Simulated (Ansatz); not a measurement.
`BOC1=C[SiH2]1`, 10 atoms. Charge 0, multiplicity 1. All runs use 2 threads of an Arm Neoverse N1 on a shared host. Correlated methods freeze the cores.

Give the basis size and wall time and peak host memory of each of these runs in Ansatz. RKS revPBE-D4/def2-TZVPP energy; RHF-MP2/def2-TZVPP energy; RKS ωB97M-V/def2-TZVPP energy and forces; RHF-CCSD(T)/def2-SVP energy; RHF-MP2/def2-QZVPP energy; RKS HSE06 (plane-wave form)-D4/def2-TZVPP energy; RKS ωB97M-V/def2-QZVPP energy; direct RPA on PBE orbitals/def2-TZVPP energy; RKS PBE0-D4/def2-TZVP relaxation (8 steps); RKS PBE-QIDH (frozen core)/def2-TZVPP energy; RKS ωB97M-V/def2-SVP energy; RKS PBE0-D4/def2-TZVP frequencies. (Best estimate.)

Computed: Other jobs shared the machine, so times are rough.

| level | job | functions | wall time | peak host memory (GiB) |
| --- | --- | --- | --- | --- |
| RKS revPBE-D4/def2-TZVPP | energy | 236 | 5.5 s | 0.27 |
| RKS HSE06 (plane-wave form)-D4/def2-TZVPP | energy | 236 | 7.5 s | 0.52 |
| RHF-MP2/def2-TZVPP | energy | 236 | 8 s | 0.53 |
| RHF-CCSD(T)/def2-SVP | energy | 99 | 11 s | 0.4 |
| RKS ωB97M-V/def2-SVP | energy | 99 | 11 s | 0.27 |
| direct RPA on PBE orbitals/def2-TZVPP | energy | 236 | 14 s | 0.52 |
| RKS PBE-QIDH (frozen core)/def2-TZVPP | energy | 236 | 15 s | 0.56 |
| RKS ωB97M-V/def2-TZVPP | energy and forces | 236 | 29 s | 0.76 |
| RKS ωB97M-V/def2-QZVPP | energy | 448 | 51 s | 1.6 |
| RHF-MP2/def2-QZVPP | energy | 448 | 55 s | 2.5 |
| RKS PBE0-D4/def2-TZVP | relaxation (8 steps) | 191 | 78 s | 0.44 |
| RKS PBE0-D4/def2-TZVP | frequencies | 191 | 6.1 min | 0.45 |
